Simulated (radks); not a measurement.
Spherical jellium clusters: N electrons in a uniform positive sphere of charge N and radius rs N^(1/3), rs = 2.73 bohr. Level of theory: non-relativistic Kohn-Sham, PBE, spin-polarised, spherical densities (a radial shooting solver with Libxc functionals). Levels are named by radial order and angular momentum (1s, 1p, 1d, 2s, ...), and open shells are averaged over m. Each electron was tried in the lowest free levels, single moves between levels near the top were tried too, and the lowest total energy was kept; such a search can miss a lower state. Energies include the self-energy of the background; IP and EA are vertical (highest electron removed, lowest free level filled), at fixed background; spill-out counts the electrons outside the background radius R, and alpha is the static dipole polarisability from linear response (closed shells only). A dash means not computed or, for alpha, an open shell; in EA it means that no bound solution was reached, which is typical of self-interaction and does not show that the anion is unstable. Real open-shell clusters deform, which this model forbids.

| N | open shells | 2S | E/N (eV) | E(N+1) + E(N-1) - 2E(N) (eV) | EA (eV) |
|---|---|---|---|---|---|
| 1 | 1s(up 1, down 0) | 1 | -0.853 | - | - |
| 2 | none | 0 | -1.444 | 1.886 | - |
| 3 | 1p(up 1, down 0) | 1 | -1.012 | -0.970 | - |
| 4 | 1p(up 2, down 0) | 2 | -1.039 | -0.769 | - |
| 5 | 1p(up 3, down 0) | 3 | -1.208 | 0.575 | - |
| 6 | 1p(up 3, down 1) | 2 | -1.226 | -0.744 | - |
| 7 | 1p(up 3, down 2) | 1 | -1.344 | -0.513 | 1.986 |
| 8 | none | 0 | -1.497 | 2.294 | - |
| 9 | 1d(up 1, down 0) | 1 | -1.361 | -0.451 | - |
| 10 | 1d(up 2, down 0) | 2 | -1.298 | -0.399 | - |
| 11 | 1d(up 3, down 0) | 3 | -1.282 | -0.350 | - |
| 12 | 1d(up 4, down 0) | 4 | -1.298 | -0.307 | - |
| 13 | 1d(up 5, down 0) | 5 | -1.336 | 0.478 | - |
| 14 | 1d(up 5, down 0) 2s(up 1, down 0) | 6 | -1.333 | -0.039 | - |
| 15 | 1d(up 5, down 2) | 3 | -1.334 | -0.471 | 1.699 |
| 16 | 1d(up 5, down 3) | 2 | -1.364 | -0.262 | 1.962 |
| 17 | 1d(up 5, down 4) | 1 | -1.406 | -0.228 | 2.189 |
| 18 | none | 0 | -1.456 | 0.195 | 2.070 |
| 19 | 2s(up 1, down 0) | 1 | -1.490 | 0.369 | 1.822 |
| 20 | none | 0 | -1.503 | 1.163 | - |
| 21 | 1f(up 1, down 0) | 1 | -1.459 | -0.234 | - |
| 22 | 1f(up 2, down 0) | 2 | -1.429 | -0.215 | - |
| 23 | 1f(up 3, down 0) | 3 | -1.412 | - | - |

All shells are closed at N = 2, 8, 18, 20 (there: 1s2 1p6 1d10 2s2); the second difference of the energy has clear peaks (12 % above both neighbours; the first and last values, which can be the largest, are not judged, and half-filled shells can peak too) at N = 5, 8, 13, 20.
